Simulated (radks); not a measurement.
Charge is removed step by step from the 4d (averaged over the sub-levels emptied) level of neutral palladium, starting from [Kr] 4d10. Method: Dirac Kohn-Sham, PBE, spin-unpolarised, spherical densities, point nucleus; computed with a radial shooting solver on a logarithmic mesh with Libxc functionals.

| removed (e) | E - E(0) (eV) | eigenvalue (eV) | E minus straight line (eV) |
|---|---|---|---|
| 0 | 0.000 | -4.055 | 0.000 |
| 0.1 | 0.452 | -4.986 | -0.460 |
| 0.2 | 0.998 | -5.950 | -0.826 |
| 0.3 | 1.643 | -6.943 | -1.093 |
| 0.4 | 2.388 | -7.964 | -1.260 |
| 0.5 | 3.236 | -9.013 | -1.323 |
| 0.6 | 4.191 | -10.086 | -1.281 |
| 0.7 | 5.255 | -11.185 | -1.129 |
| 0.8 | 6.429 | -12.306 | -0.867 |
| 0.9 | 7.717 | -13.450 | -0.491 |
| 1 | 9.120 | -14.616 | 0.000 |

Removing the whole electron costs 9.120 eV by Delta-SCF, against 4.055 eV from minus the eigenvalue at the starting occupation. Slater's transition state (half an electron removed) gives 9.013 eV. Integrating minus the eigenvalue over the occupation (Janak's theorem) gives 9.120 eV. The mean slope of the eigenvalue, de/dn, is 10.6 eV per electron. Ionisation energy of Pd in the NIST Atomic Spectra Database: 8.337 eV (measured).

Beside tabulated values, note that spin-unpolarised runs miss the spin-polarisation part of the exchange energy of open shells.
